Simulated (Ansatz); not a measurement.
`C[SiH]1C[Se]1` + `O[SiH](F)[O][GeH3]` → `CO[SiH](F)[O][GeH3]` + `C1[SiH2][Se]1`  (substitution at a C–Si bond)

Calculated with Ansatz (gas phase, PBE0-D4/def2-TZVP geometries, no zero-point term in ΔE). CBS: MP2 limit from def2 TZ/QZ plus the TZ coupled-cluster correction, frozen cores. DFT in def2-TZVPP. B3LYP here is the variant with VWN-RPA as its local correlation; programs differ in this. For Ge, Se outer-core shells are correlated without core-valence functions, which leaves a few kJ/mol of doubt a bond. Scalar relativity is left out up to krypton. Each species was taken in one conformer, which may not be the lowest.

```csv
level,ΔE (kJ/mol),difference from CCSD(T)/CBS
PBE-D4,104.1,-2.9
PBE0-D4,105.9,-1.1
ωB97M-V,105.2,-1.8
PBE0,105.3,-1.7
B3LYP,97.5,-9.5
HF/def2-TZVPP,90.2,-16.8
MP2/def2-TZVPP,112.3,5.3
CCSD/def2-TZVPP,102.3,-4.7
HF/def2-QZVPP,89.9,-17.1
MP2/def2-QZVPP,114.2,7.2
CCSD(T)/CBS,107.0,0
```

Largest T1 diagnostic among the species: 0.012.

In def2-TZVPP, CCSD(T) changes the Hartree–Fock value by +13.2 kJ/mol (the triples alone add +1.2 kJ/mol) and MP2 by +22.1 kJ/mol.
